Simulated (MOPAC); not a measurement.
MOPAC input (AM1):

```
AM1 PRECISE GNORM=0.05 LET XYZ GEO-OK AUX(PRECISION=9) THREADS=1
HBeCl

Be   -0.00000000 1   -0.00000000 1   -1.33525800 1
H    -0.00000000 1   -0.00000000 1   -2.65794000 1
Cl    0.00000000 1    0.00000000 1    0.47052800 1
```

From the output:

```
                                                       MOPAC v23.2.5 Linux

          FINAL HEAT OF FORMATION =        -21.88954 KCAL/MOL =     -91.58585 KJ/MOL

          COSMO AREA              =         81.25 SQUARE ANGSTROMS
          COSMO VOLUME            =         64.90 CUBIC ANGSTROMS

          GRADIENT NORM           =          0.01693          =       0.00977 PER ATOM
          IONIZATION POTENTIAL    =         12.617684 EV
          HOMO LUMO ENERGIES (EV) =        -12.618  0.272
          NO. OF FILLED LEVELS    =          5
          MOLECULAR WEIGHT        =         45.4731         POINT GROUP:  C*v

          MOLECULAR DIMENSIONS (Angstroms)

            Atom       Atom       Distance
           Cl     3    H     2     3.17473
           Cl     3    H     2     0.00000
           Cl     3   Be     1     0.00000

          SCF CALCULATIONS        =          6

   ATOM   CHEMICAL          X               Y               Z
  NUMBER   SYMBOL      (ANGSTROMS)     (ANGSTROMS)     (ANGSTROMS)

     1      Be         -0.00000000  *  -0.00000000  *  -1.30357250  *
     2       H          0.00000000  *   0.00000000  *  -2.71119533  *
     3      Cl         -0.00000000  *  -0.00000000  *   0.46353206  *

                             CARTESIAN COORDINATES

   1   Be       -0.000000000    -0.000000000    -1.303572499
   2    H        0.000000000     0.000000000    -2.711195329
   3   Cl       -0.000000000    -0.000000000     0.463532059

           Empirical Formula: H Be Cl  =     3 atoms

      MOLECULAR POINT GROUP   :   C*v

                  EIGENVALUES
 -37.07263 -13.91515 -12.96125 -12.61768 -12.61768   0.27229   1.88498   3.45887
   3.45887

              NET ATOMIC CHARGES AND DIPOLE CONTRIBUTIONS

  ATOM NO.   TYPE          CHARGE      No. of ELECS.   s-Pop       p-Pop
    1         Be           0.274411        1.7256     0.78673     0.93886
    2          H           0.017780        0.9822     0.98222
    3         Cl          -0.292191        7.2922     1.94336     5.34883
 DIPOLE           X         Y         Z       TOTAL
 POINT-CHG.     0.000     0.000    -2.600     2.600
 HYBRID        -0.000    -0.000     1.965     1.965
 SUM           -0.000    -0.000    -0.635     0.635

          ATOMIC ORBITAL ELECTRON POPULATIONS

     Atom    s        px        py        pz
    1 Be   0.78673   0.10009   0.10009   0.73867
    2  H   0.98222
    3 Cl   1.94336   1.89991   1.89991   1.54901

 **********************
 *                    *
 * JOB ENDED NORMALLY *
 *                    *
 **********************

 == MOPAC DONE ==
```

The geometry given is a B3LYP-D3(BJ)/def2-TZVP minimum.
